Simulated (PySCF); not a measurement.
# Vertical excitation energies

Species: CH8O4Si2.
InChI=1S/CH8O4Si2/c1-4-6-5-7(2)3/h2-3,7H,6H2,1H3

Computed, not measured: TDDFT B3LYP/def2-SVPD, vertical, gas phase, core orbitals frozen in the response in PySCF. The structure is a single GFN2-xTB conformer in the gas phase; no vibrational or solvent corrections.

```
state  E (eV)  E (hartree)       f  |μ| (D)  main configurations (H = HOMO, L = LUMO)
   S1    7.11       0.2613  0.0051     0.43                                 H→L (93%)
   S2    7.44       0.2733  0.0056     0.45                  H→L+1 (80%), H→L+2 (16%)
   S3    7.82       0.2875  0.0022     0.27                               H-1→L (82%)
   S4    7.96       0.2923  0.0068     0.47                H-2→L (66%), H-1→L+1 (10%)
   S5    8.02       0.2945  0.0010     0.19    H-1→L+1 (30%), H→L+3 (29%), H-3→L (9%)
   S6    8.06       0.2961   0.034     1.06    H→L+3 (42%), H-1→L+1 (31%), H→L+4 (9%)
   S7    8.08       0.2971   0.042     1.17      H→L+2 (66%), H→L+1 (11%), H→L+3 (9%)
   S8    8.13       0.2989   0.022     0.85   H-2→L+1 (25%), H-3→L (20%), H-4→L (13%)
```

Triplets (Tamm–Dancoff): T1 6.88 eV, H→L (83%); T2 7.20 eV, H→L+1 (59%), H→L+2 (25%); T3 7.66 eV, H-1→L (66%), H-2→L (8%).

The lowest singlet lies at 7.11 eV (174 nm, vacuum ultraviolet) and is weak; its leading configuration is HOMO→LUMO (93%). The most intense listed level is S7 at 8.08 eV (153 nm, f = 0.042), 0.97 eV above S1. Löwdin shares by element: HOMO oxygen 36% or more, hydrogen 22% or more, silicon 17% or more (atoms not listed hold the other 24%); LUMO carbon 21%, silicon 18% or more, oxygen 17% or more (atoms not listed hold the other 43%). The listed states span 1.02 eV, and the widest gap between neighbours is 0.39 eV (S2 to S3). Weighted by f, the mean energy of these states is 8.00 eV. Of the 8 states listed, 3 reach f = 0.01 and none stays under 0.0005. The window holds the lowest 8 singlets.
